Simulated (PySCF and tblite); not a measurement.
Values are calculated unless marked as measured or tabulated.
Stationary points of C$_{7}$H$_{6}$O$_{2}$ at GFN2-xTB, in Å:

Structure A

```
 1 O    -2.996   -0.149    0.364
 2 C    -2.024   -0.866    0.197
 3 C    -0.661   -0.401    0.055
 4 C     0.387   -1.310   -0.134
 5 C     1.683   -0.873   -0.267
 6 C     1.957    0.493   -0.215
 7 C     0.946    1.410   -0.031
 8 C    -0.379    0.984    0.108
 9 O    -1.335    1.894    0.285
10 H    -2.146   -1.963    0.144
11 H     0.156   -2.365   -0.172
12 H     2.486   -1.578   -0.411
13 H     2.975    0.838   -0.319
14 H     1.147    2.469    0.010
15 H    -2.200    1.427    0.364
```

Structure B

```
 1 O    -3.102   -0.493    0.290
 2 C    -2.067   -1.081    0.122
 3 C    -0.723   -0.503    0.026
 4 C     0.370   -1.349   -0.170
 5 C     1.654   -0.856   -0.262
 6 C     1.868    0.511   -0.158
 7 C     0.805    1.370    0.034
 8 C    -0.498    0.884    0.129
 9 O    -1.542    1.707    0.315
10 H    -2.053   -2.188    0.020
11 H     0.191   -2.411   -0.249
12 H     2.486   -1.526   -0.413
13 H     2.870    0.910   -0.228
14 H     0.975    2.436    0.115
15 H    -1.248    2.626    0.368
```

Structure C

```
 1 O    -3.016   -0.420    0.552
 2 C    -2.052   -1.008    0.136
 3 C    -0.698   -0.461   -0.026
 4 C     0.380   -1.339   -0.146
 5 C     1.675   -0.868   -0.210
 6 C     1.913    0.498   -0.164
 7 C     0.857    1.385   -0.070
 8 C    -0.453    0.922   -0.008
 9 O    -1.494    1.806   -0.030
10 H    -2.114   -2.084   -0.132
11 H     0.186   -2.402   -0.171
12 H     2.501   -1.559   -0.296
13 H     2.924    0.872   -0.211
14 H     1.034    2.451   -0.054
15 H    -1.645    2.207    0.831
```

Geometries: GFN2-xTB; energies: PBE0/pcSseg-1 + D3(BJ); zero-point and thermal terms from GFN2-xTB harmonic modes (soft modes blended into free rotors).

Task: Which structure is a saddle point, and along which motion?

Result: C: one imaginary mode (507i cm⁻¹ at GFN2-xTB, mostly on H15), along the rotation about the C8–O9 bond (torsion C3–C8–O9–H from 0° to 180°, rising).

Task: Give their symmetry and energies above the lowest.

Result: A Cs, 0.0 kcal/mol; B Cs, 12.2 kcal/mol; C C1, 16.1 kcal/mol.
